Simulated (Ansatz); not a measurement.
# Worked example: GeH(CH3)2Br + CH2F2 → GeH2(CH3)2 + CHBrF2

Species: GeH(CH3)2Br, singlet; CH2F2 `FCF`, singlet; GeH2(CH3)2, singlet; CHBrF2 `FC(F)Br`, singlet. The partners trade Br for H: Ge–Br and C–H bonds give way to Ge–H and C–Br.

Shapes, held fixed at every level: PBE0-D4/def2-TZVP. Programs: Ansatz 0.2.0. Electronic energies: no zero-point or thermal term.

At CCSD(T)/def2-TZVPP; 1 Eh = 2625.50 kJ/mol:

| species | energy (Eh) |
| --- | --- |
| GeH(CH3)2Br | -4728.655315 |
| CH2F2 | -238.710082 |
| GeH2(CH3)2 | -2156.490113 |
| CHBrF2 | -2810.816010 |

Question: Work out ΔE of the reaction at this level.

Answer: 
1. Products less reactants: (-2156.490113) + (-2810.816010) − [(-4728.655315) + (-238.710082)] = 0.059274 Eh = +155.6 kJ/mol.

Other levels give +141.4 (PBE-D4/def2-TZVPP) to +161.7 kJ/mol (MP2/def2-TZVPP). No measured value is set beside it here. Relativity is left out for Br, Ge. Outer-core shells of Br, Ge are correlated in most correlated rows, in sets that cover them unevenly.
